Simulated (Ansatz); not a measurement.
Geometry optimisation, Ansatz, UKS PBE0-D4/def2-SVP.

Input:

```yaml
crystal:
  periodic: [false, false, false]
  atoms:
    - { symbol: Ga, position_ang: [-0.001764, -8.8e-05, -0.131092] }
    - { symbol: Cl, position_ang: [-0.028776, -0.01184, 2.083] }
    - { symbol: H, position_ang: [1.428548, 0.002783, -0.747345] }
    - { symbol: H, position_ang: [-1.420557, 0.002782, -0.773778] }
    - { symbol: F, position_ang: [0.02255, 0.006364, 4.779214] }
magnetization:
  spin_polarized: true
  initial_magnetization: 1
basis:
  gaussian: { orbitals: def2-SVP }
hamiltonian:
  xc: pbe0
  dispersion: d4
relax:
  f_tol: 0.03
  max_steps: 50
output:
  orbitals: {}
```

Command:

```bash
$ ansatz run input.yaml --threads 2 --pin off --max-ram 3072MiB --backend cpu --events-out ev --progress --plain --runs-dir out
```

**Question.** Where does it end, and by what steps?

**Answer.** The forces met the threshold. The force dipped under the threshold on the way, but the program's further checks kept it going. After 27 steps the energy has fallen by 1.537 eV; F5 moved furthest, 2.74 Å. Joined: Ga1–F5 (4.91 → 1.87 Å).

| step | energy less start (eV) | largest force component (eV/Å) | accepted |
| --- | --- | --- | --- |
| 0 | 0.0000 | 0.643 | yes |
| 1 | -0.0223 | 0.174 | yes |
| 2 | -0.0398 | 0.204 | yes |
| 3 | -0.0420 | 0.065 | yes |
| 4 | -0.0504 | 0.173 | yes |
| 5 | -0.0797 | 0.259 | yes |
| 6 | -0.1262 | 0.292 | yes |
| 7 | -0.1723 | 0.185 | yes |
| 8 | -0.2170 | 0.170 | yes |
| 9 | -0.2482 | 0.245 | yes |
| 10 | -0.2898 | 0.132 | yes |
| 11 | -0.3224 | 0.141 | yes |
| 12 | -0.3482 | 0.100 | yes |
| 13 | -0.3614 | 0.061 | yes |
| 14 | -0.3629 | 0.027 | yes |
| 15 | -0.3656 | 0.032 | yes |
| 16 | -0.3723 | 0.053 | yes |
| 17 | -0.4039 | 0.142 | yes |
| 18 | -0.4888 | 0.269 | yes |
| 19 | -0.6466 | 0.576 | yes |
| 20 | -0.8746 | 0.927 | yes |
| 21 | -1.1786 | 1.078 | yes |
| 22 | -1.3971 | 0.956 | yes |
| 23 | -1.3902 | 1.658 | no |
| 24 | -1.5042 | 0.553 | yes |
| 25 | -1.5325 | 0.122 | yes |
| 26 | -1.5363 | 0.034 | yes |
| 27 | -1.5366 | 0.003 | yes |

```xyz
5
Properties=species:S:1:pos:R:3
Ga 0.166 0.065 0.577
Cl -0.994 -0.979 2.440
H 1.455 -0.762 0.308
H -0.908 0.727 -0.330
F 0.281 0.949 2.215
```

Run time: 72 s on 2 threads of Arm Neoverse V2, on a shared host, peak memory 0.23 GiB.
